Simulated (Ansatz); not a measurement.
Isomers of C$_{2}$H$_{4}$BBrO, relaxed with PBE0-D4/def2-TZVP in Ansatz; electronic energies, one conformer each and not always the lowest. Functionals use def2-TZVPP; CBS adds triple-zeta CCSD(T) − MP2 to the MP2 limit of def2-TZVPP and def2-QZVPP.

Outer-core shells of Br are correlated without core-valence functions. Scalar relativity is left out up to krypton. Spin–orbit coupling is left out.

(1) Order them by energy at frozen-core CCSD(T)/CBS, lowest first. (Estimate.)
A. `BrB1CCO1`
B. `OB1CC1Br`
C. `B/C(Br)=C/O`

(2) How do ωB97M-V, MP2/CBS(def2), r2SCAN-D4, PBE0-D4 place them (kcal/mol, against `BrB1CCO1`)? (Best estimate.)

Results:

(1) A (0.0 kcal/mol), B (36.0 kcal/mol), C (56.3 kcal/mol).

(2) Computed: 
| isomer | ωB97M-V | MP2/CBS(def2) | r2SCAN-D4 | PBE0-D4 |
| --- | --- | --- | --- | --- |
| `B/C(Br)=C/O` | 56.6 | 57.6 | 54.3 | 56.2 |
| `OB1CC1Br` | 34.9 | 35.6 | 34.7 | 34.6 |
